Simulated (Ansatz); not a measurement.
```xyz
2

C     0.0000    0.0000   -0.6783
C     0.0000    0.0000    0.6783
```

Basis set: def2-TZVP (spherical functions). Left uncorrelated: 2 orbitals. Charge 0, multiplicity 1.

Computed with Ansatz (development build ahead of 0.2.0); each method stands on the lowest determinant of its kind that the runs found. Restricted open shells among the atoms or ions are ROHF, correlated in semicanonical orbitals with singles.

The atomization energy at this shape (free ground-state atoms in the same class of orbitals less the molecule, no zero-point energy) of singlet C2:

| method | atomization energy |
| --- | --- |
| RHF | 2.21 eV |

What does RHF-MP2 give?

4.25 eV. Caution: in another basis set an unrestricted determinant lies well below.
